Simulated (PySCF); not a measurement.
Si(H)2(vinyl)(OH) (C2H6OSi), SMILES C=C[SiH2]O.

Geometry optimised at ωB97X-D3(BJ)/def2-SVP. One conformer was computed; it need not be the lowest.

Level of theory: ωB97X-D3(BJ)/def2-SVP in PySCF.

Frequencies are harmonic and unscaled.

| mode | ν (cm⁻¹) | IR (km/mol) | Raman (Å⁴/amu) | depolarisation | moving atoms (share of kinetic energy) |
|---|---|---|---|---|---|
| 1 | 115 | 6.8 | 6.2 | 0.75 | H 51 %, C 34 %, O 8 % |
| 2 | 181 | 1.5 | 1.3 | 0.64 | O 39 %, C 32 %, H 25 % |
| 3 | 228 | 101.4 | 3.7 | 0.75 | H 85 % |
| 4 | 419 | 35.4 | 3.5 | 0.69 | H 35 %, C 31 %, Si 22 %, O 12 % |
| 5 | 433 | 2.7 | 9.0 | 0.74 | H 74 %, C 16 % |
| 6 | 656 | 102.7 | 3.6 | 0.61 | H 77 %, Si 12 %, C 9 % |
| 7 | 671 | 18.1 | 7.6 | 0.18 | C 48 %, H 27 %, Si 21 % |
| 8 | 759 | 46.3 | 7.1 | 0.73 | H 85 %, C 11 % |
| 9 | 842 | 126.7 | 5.4 | 0.46 | H 45 %, O 42 %, Si 12 % |
| 10 | 891 | 63.5 | 11.3 | 0.73 | H 72 %, O 20 %, Si 8 % |
| 11 | 929 | 230.8 | 7.6 | 0.66 | H 66 %, Si 23 %, O 9 % |
| 12 | 975 | 126.4 | 23.3 | 0.72 | H 93 % |
| 13 | 1019 | 25.2 | 1.2 | 0.71 | H 73 %, C 26 % |
| 14 | 1022 | 64.2 | 3.5 | 0.59 | H 78 %, C 14 % |
| 15 | 1056 | 13.6 | 0.2 | 0.73 | H 92 % |
| 16 | 1283 | 1.4 | 10.0 | 0.28 | H 71 %, C 29 % |
| 17 | 1425 | 17.4 | 17.6 | 0.48 | H 85 %, C 15 % |
| 18 | 1707 | 8.9 | 20.1 | 0.14 | C 86 %, H 13 % |
| 19 | 2229 | 177.0 | 139.3 | 0.26 | H 97 % |
| 20 | 2282 | 133.3 | 159.2 | 0.19 | H 97 % |
| 21 | 3146 | 12.0 | 68.1 | 0.20 | H 95 % |
| 22 | 3171 | 3.7 | 149.1 | 0.25 | H 91 %, C 9 % |
| 23 | 3244 | 6.6 | 76.1 | 0.66 | H 89 %, C 11 % |
| 24 | 3937 | 89.6 | 63.3 | 0.28 | H 94 % |
